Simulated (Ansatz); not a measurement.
Geometry optimisation, RKS PBE-D4/def2-SVP in Ansatz 0.2.0.

Input:

```yaml
crystal:
  periodic: [false, false, false]
  atoms:
    - { symbol: Ge, position_ang: [0.0, 0.0, 0.0] }
    - { symbol: H, position_ang: [0.0, 0.0, 1.55] }
    - { symbol: O, position_ang: [1.6691, 0.0, -0.5894] }
    - { symbol: H, position_ang: [1.9855, -0.9521, -0.7061] }
    - { symbol: O, position_ang: [-0.8337, 1.4443, -0.5894] }
    - { symbol: H, position_ang: [-1.7915, 1.2136, -0.8118] }
    - { symbol: O, position_ang: [-0.8337, -1.4443, -0.5894] }
    - { symbol: H, position_ang: [-1.2883, -1.91, 0.183] }
basis:
  gaussian: { orbitals: def2-SVP }
hamiltonian:
  xc: pbe
  dispersion: d4
relax:
  f_tol: 0.02
  max_steps: 40
```

Run as:

```bash
$ ansatz run input.yaml --threads 2 --pin off --max-ram 3072MiB --backend cpu --events-out ev --progress --plain --runs-dir out
```

Problem. Where does it end, and by what steps?

Solution. It converged. The force dipped under the threshold on the way, but the program's further checks kept it going. After 18 steps the energy has fallen by 0.273 eV; H6 moved furthest, 0.84 Å.

```tsv
step	energy less start (eV)	largest force component (eV/Å)	accepted
0	0.0000	1.472	yes
1	-0.1220	0.813	yes
2	-0.1428	0.222	yes
3	-0.1621	0.480	yes
4	-0.1973	0.386	yes
5	-0.2099	0.836	yes
6	-0.2543	0.407	yes
7	-0.2643	0.253	yes
8	-0.2544	0.338	no
9	-0.2646	0.433	yes
10	-0.2704	0.100	yes
11	-0.2699	0.175	no
12	-0.2715	0.055	yes
13	-0.2726	0.010	yes
14	-0.2728	0.038	yes
15	-0.2730	0.035	yes
16	-0.2731	0.067	yes
17	-0.2732	0.062	yes
18	-0.2734	0.014	yes
```

```xyz
8
Properties=species:S:1:pos:R:3
Ge -0.027 -0.073 0.256
H 0.106 0.152 1.774
O 1.539 0.064 -0.588
H 1.662 -0.730 -1.145
O -1.173 1.182 -0.307
H -1.092 1.304 -1.272
O -0.577 -1.715 -0.221
H -1.530 -1.833 -0.050
```

Time of the run: 26 s on 2 threads of Arm Neoverse V1, with other jobs on the host, peak memory 0.13 GiB.
